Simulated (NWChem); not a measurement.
# Correlation energy of Sn (+1)

```
Sn
```
Charge +1, spin multiplicity 2.

Program: NWChem.

Basis set: def2-TZVP. Each correlation energy counts from its own Hartree-Fock reference.

Effective core potentials replace the inner electrons of Sn; spin-orbit coupling is left out. The correlated methods keep 4 core orbitals frozen. No SCF solution was tested for a lower state. Open-shell Hartree-Fock references start from PBE0 orbitals. Coupled-cluster values serve here as a point of comparison, not as the truth.

Task: One of these methods gave a correlation energy of -250.3 mHa. Which?
(A) UMP2
(B) SCS-UMP2
(C) CCSD[T] on UHF
(D) CCSD on UHF

Result: A, UMP2. The others give -224.7 (SCS-UMP2), -247.7 (CCSD on UHF), -253.4 (CCSD[T] on UHF).
